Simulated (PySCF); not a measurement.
Sn(H)2(Et)(vinyl) (C4H10Sn), SMILES [CH]([SnH2][CH2]C)=C.

Geometry optimised at B3LYP-D3(BJ)/def2-SVP. The def2 effective core potentials stand for the cores of Sn; spin–orbit coupling is left out. Other conformers were not sampled.

Computed with PySCF 2.14.0 with B3LYP-D3(BJ)/def2-SVP.

Frequencies are harmonic and unscaled.

Computed normal modes with their intensities:
```tsv
mode	ν (cm⁻¹)	IR (km/mol)	moving atoms (share of kinetic energy)
1	34	0.0	C 54 %, H 38 %
2	53	0.0	C 56 %, H 34 %, Sn 10 %
3	96	0.5	C 49 %, H 39 %, Sn 11 %
4	219	1.2	H 84 %, C 14 %
5	227	0.7	H 45 %, C 45 %, Sn 10 %
6	235	0.6	C 65 %, H 35 %
7	363	23.8	H 79 %, C 14 %
8	440	9.9	H 71 %, C 28 %
9	482	48.1	H 44 %, C 44 %, Sn 12 %
10	507	34.0	C 60 %, H 31 %, Sn 9 %
11	566	24.7	H 67 %, C 30 %
12	622	189.9	H 88 %, C 11 %
13	699	23.6	H 83 %, C 17 %
14	712	82.1	H 99 %
15	956	4.3	H 90 %, C 10 %
16	970	8.9	H 77 %, C 23 %
17	977	27.1	H 72 %, C 28 %
18	997	7.6	H 86 %, C 14 %
19	1035	10.4	H 93 %
20	1042	17.0	C 69 %, H 31 %
21	1211	10.4	H 67 %, C 32 %
22	1245	1.5	H 77 %, C 23 %
23	1257	11.0	H 74 %, C 26 %
24	1399	4.9	H 82 %, C 18 %
25	1414	8.0	H 83 %, C 17 %
26	1443	0.8	H 90 %, C 10 %
27	1474	1.7	H 96 %
28	1478	7.3	H 97 %
29	1657	2.0	C 84 %, H 16 %
30	1867	159.0	H 99 %
31	1876	191.5	H 99 %
32	3014	46.9	H 97 %
33	3047	9.6	H 95 %
34	3085	27.5	H 91 %, C 9 %
35	3090	1.7	H 91 %, C 9 %
36	3099	19.7	H 95 %
37	3110	28.7	H 90 %, C 10 %
38	3131	11.4	H 92 %, C 8 %
39	3188	12.5	H 89 %, C 11 %
```
